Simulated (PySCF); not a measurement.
Geometry (Å), atoms numbered from 1 in this order:
```xyz
11

F    -2.009   -1.755   -0.380
C    -1.013   -0.921   -0.193
C    -1.327    0.446   -0.177
C    -0.319    1.383    0.023
O     0.913    1.131    0.198
Al    1.749   -0.530    0.229
O     0.107   -1.440   -0.047
H    -2.358    0.760   -0.320
H    -0.597    2.450    0.033
H     2.632   -0.704   -1.075
H     2.248   -0.850    1.698
```

Geometry: PBE0-D3(BJ)/def2-SVP; GIAO shifts from PySCF, gas phase, non-relativistic, averaged over equivalent atoms.

At HF/pcSseg-1 (146 basis functions, 6.2 s wall time on 1 thread of an Arm Neoverse V1, shared host):
```csv
atoms,δ (ppm)
F1,28.5
C4,201.2
C2,182.6
C3,80.4
O5,254.1
O7,230.6
Al6,34.8
H9,8.42
H8,5.00
H10/H11,3.97
```

Referencing at the same level of theory: CFCl3 for 19F (246.35 ppm); 13C (190.85 ppm) and 1H (31.69 ppm) against TMS; 17O (333.31 ppm) vs H2O; 27Al (516.24 ppm) against AlH4-.

Question: What do these become at PBE0/pcSseg-2?

Answer: 
```
  atoms  δ at PBE0/pcSseg-2  change
     F1                 1.8   -26.7
     C4               197.0    -4.2
     C2               182.0    -0.6
     C3                90.7   +10.3
     O5               299.8   +45.7
     O7               259.1   +28.5
    Al6                49.8   +15.0
     H9                8.29   -0.13
     H8                5.20   +0.20
H10/H11                4.53   +0.56
```

References, each an isolated molecule treated in the same way: CFCl3 for 19F (σ = 175.81 ppm); 13C (σ = 184.13 ppm), 1H (σ = 31.25 ppm) against TMS; 17O (σ = 328.15 ppm) vs H2O; AlH4- for 27Al (σ = 485.23 ppm).

The largest change is at O5 (donor oxygen of a Lewis adduct). Cost: 315 basis functions, 46 s wall time on 1 thread of an Arm Neoverse V1, shared host. The order of the carbon signals is the same at both levels.

Unscaled 19F shifts against computed CFCl3 carry errors that often reach 10 to 50 ppm. Unscaled 17O shifts of doubly bonded oxygen tend to come out too high, by tens of ppm or more. Experimental scales use liquid or dissolved standards, which lie at an offset from isolated H2O (liquid H2O: subtract about 36 ppm).
